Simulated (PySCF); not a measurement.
Molecule: SMILES COC(=S)COC(C)=O, C₅H₈O₃S.

Geometry (Å), atoms numbered from 1 in this order:
```xyz
17

C    -2.1588    1.4882   -0.2956
O    -1.0919    0.5591   -0.2945
C    -1.3900   -0.7182   -0.1733
S    -2.8954   -1.3255   -0.0743
C    -0.1827   -1.6268   -0.1329
O     1.0371   -0.9321   -0.2925
C     1.4731   -0.2346    0.7752
C     2.7605    0.4717    0.4575
O     0.9030   -0.2217    1.8307
H    -1.7057    2.4716   -0.3932
H    -2.7244    1.4164    0.6366
H    -2.8355    1.2885   -1.1306
H    -0.1945   -2.1619    0.8259
H    -0.2386   -2.3507   -0.9496
H     2.7404    0.8407   -0.5633
H     2.9156    1.2849    1.1598
H     3.5808   -0.2375    0.5525
```

Frames of a GFN2-xTB Langevin trajectory at 300 K; GIAO PBE0/pcSseg-1 shieldings in PySCF, gas phase, non-relativistic; equivalent atoms averaged within each frame.

Referencing at the same level of theory: 13C (186.93 ppm) and 1H (31.72 ppm) against TMS; H2O for 17O (336.08 ppm); 33S (503.73 ppm) against CS2. The references are static minima.

Q: How do the shifts (ppm) fluctuate along the trajectory?

A: 
```csv
time (fs),C3,C7,C5,C1,C8,O9,O2,O6,S4,H13/H14
250,230.4,177.1,79.7,61.3,21.7,438.7,256.5,222.1,442,6.46
425,233.7,172.4,70.3,66.1,23.0,428.4,279.4,207.5,593,5.83
625,234.2,168.8,72.1,67.6,23.6,424.6,313.1,203.0,602,4.68
800,238.5,176.3,77.0,62.4,23.2,441.5,278.1,222.2,590,6.49
1000,222.0,170.8,82.2,68.7,27.2,428.7,306.5,244.8,433,5.53
mean of frames,231.8,173.1,76.2,65.2,23.7,432.4,286.7,219.9,532,5.80
standard deviation,6.2,3.6,5.0,3.2,2.1,7.3,23.1,16.3,87,0.75
```

5 frames give an uncertainty of the mean of about the standard deviation over 2.2 at best, since frames this close in time may not be independent; classical motion lacks zero-point vibration, and the reference would need the same averaging.
